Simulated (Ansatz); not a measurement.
One change: `FC[SiH2]CS` becomes `FC[SiH2]I`.

Ansatz, PBE0-D4/def2-TZVP geometries, multiplicity 1. Each molecule was computed in one conformer, which needn't be the lowest.

Elements past krypton have def2 core potentials.  Spin–orbit coupling is left out; it splits and shifts lone-pair levels of the heavy atoms by tenths of an eV.

| property | `FC[SiH2]CS` |
| --- | --- |
| HOMO–LUMO gap (ωB97M-V/def2-TZVPP) / eV | 10.87 |
| HOMO–LUMO gap (B3LYP/def2-TZVPP) / eV | 6.46 |
| size of the dipole moment (ωB97M-V/def2-TZVPP) / D | 1.74 |
| size of the dipole moment (PBE/def2-TZVPP) / D | 1.58 |
| HOMO energy (PBE/def2-TZVPP) / eV | -5.69 |
| HOMO energy (ωB97M-V/def2-TZVPP) / eV | -9.13 |

Task: What does the change do to each property? (Estimate.)

Result: The calculation gave: 
| property | `FC[SiH2]I` | shift |
| --- | --- | --- |
| HOMO–LUMO gap (ωB97M-V/def2-TZVPP) / eV | 11.00 | 0.13 |
| HOMO–LUMO gap (B3LYP/def2-TZVPP) / eV | 6.61 | 0.15 |
| size of the dipole moment (ωB97M-V/def2-TZVPP) / D | 2.13 | 0.39 |
| size of the dipole moment (PBE/def2-TZVPP) / D | 1.93 | 0.35 |
| HOMO energy (PBE/def2-TZVPP) / eV | -6.59 | -0.90 |
| HOMO energy (ωB97M-V/def2-TZVPP) / eV | -9.88 | -0.75 |

With PBE0 the HOMO falls by 0.83 eV and the LUMO falls by 0.69 eV, so the gap widens by about 0.14 eV. PBE moves the HOMO by -0.90 eV and ωB97M-V by -0.75 eV. Dipoles are sizes alone; their direction can turn.

B3LYP here is the variant with VWN-RPA as its local correlation; programs differ in this.
